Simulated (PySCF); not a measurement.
Start geometry of `F[C@H](Br)C1=CC1` from GFN2-xTB (Å):
```
atom  x, y, z in Å
F1     1.9799   -1.3649    0.1623
C2     1.4161   -0.1569   -0.0673
Br3    2.0615    1.0831    1.3674
C4    -0.0339   -0.1995   -0.0445
C5    -1.1634   -0.7868    0.2309
C6    -1.2683    0.6150   -0.2986
H7     1.8298    0.2486   -0.9981
H8    -1.7011   -1.6389    0.5636
H9    -1.5194    1.4209    0.3808
H10   -1.5923    0.7841   -1.3190
```

What comes out of this run: PBE0-D3(BJ)/def2-SVP geometry optimisation, gas phase in PySCF?

```
atom  x, y, z in Å
F1     1.9445   -1.3555    0.3470
C2     1.4270   -0.1663   -0.0088
Br3    2.0202    1.2133    1.2671
C4    -0.0331   -0.1854   -0.0281
C5    -1.1583   -0.7877    0.2102
C6    -1.2624    0.6015   -0.3480
H7     1.8555    0.1548   -0.9699
H8    -1.6969   -1.6555    0.5796
H9    -1.5509    1.4332    0.3143
H10   -1.5578    0.7523   -1.3984
```

The energy falls by 4.4 kJ/mol over 10 energy and gradient evaluations, the largest force component goes from 0.0175 to 4.2e-04 Eh/bohr, and the atoms move by 0.053 Å rms after alignment. The bond that changes most is C2–Br3 (sp3 C–F carbon to alkyl bromine), which shortens by 0.033 Å. Bonds longer at the end by more than 0.005 Å: 4 of 10; shorter: 3. Among the angles that change most is F1–C2–Br3, from 107.3° to 109.4°. Rotational constants go from 3924, 1470, 1151 to 3947, 1494, 1158 MHz. The orientation of the end geometry is arbitrary; only internal coordinates are fixed.

The run used 122 basis functions and 65 SCF cycles in all.

Stationary, but not proved a minimum. One conformer, not necessarily the lowest.
